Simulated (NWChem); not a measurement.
## Total energies of BCl (+1)

```xyz
2

B      0.0000     0.0000     1.2392
Cl     0.0000     0.0000    -0.3645
```
Charge +1, spin multiplicity 2.

Everything below was run with NWChem. All single points use one geometry, from UPBE0/def2-SVP, a minimum by its harmonic frequencies.

Basis set: def2-TZVP (68 functions).

```tsv
method	total energy (Ha)	relative cost
UHF	-483.82753	1
UMP2	-484.05266	under 3
UB2PLYP	-484.49120	under 3
UPBE	-484.41635	under 3
UB3LYP	-484.65973	under 3
Ur2SCAN	-484.60022	under 3
```

Total energies of different functionals aren't comparable as a measure of quality: only differences taken within one method are. The cost column gives rough processor time relative to UHF; each entry includes its own SCF.

The correlated methods keep 6 core orbitals frozen. B3LYP has NWChem's definition, with VWN1-RPA local correlation. This spin state was chosen for the runs; another may lie lower. The structure started from a generated list of species. The unpaired electrons of the parent sit in orbitals of symmetry a1 (C2v labels of the run); other states weren't searched. No SCF solution was tested for a lower state. Open-shell Hartree-Fock references start from PBE0 orbitals; any time given for them includes that run.
